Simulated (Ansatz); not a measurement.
Frontier orbitals of C$_{2}$H$_{6}$ClNSi (`CN(C)[Si]Cl`).

The species carries charge 0 and has multiplicity 1. Geometry: relaxed with PBE0-D4/def2-TZVP. It is one conformer, not always the lowest. Basis def2-TZVPP, Ansatz 0.2.0.

```tsv
functional	HOMO (eV)	LUMO (eV)	gap (eV)
LDA (SPW92)	-5.95	-2.37	3.58
PBE	-5.84	-2.21	3.63
revPBE	-5.80	-2.15	3.65
BLYP	-5.71	-2.06	3.65
PBE0	-6.95	-1.45	5.50
r2SCANh	-6.46	-1.84	4.62
BHLYP	-7.94	-0.57	7.37
LC-ωPBE	-9.54	0.65	10.19
ωB97M-V	-9.06	0.48	9.54
```

Against PBE, PBE0 changes HOMO and LUMO by −1.11 and +0.76 eV, ωB97M-V by −3.22 and +2.69 eV. A gap of 3.63 eV thus becomes 9.55 eV for the same molecule, so an orbital gap means little without its functional. A positive LUMO is unbound and depends on the basis.

LC-ωPBE has ω = 0.4 bohr⁻¹.
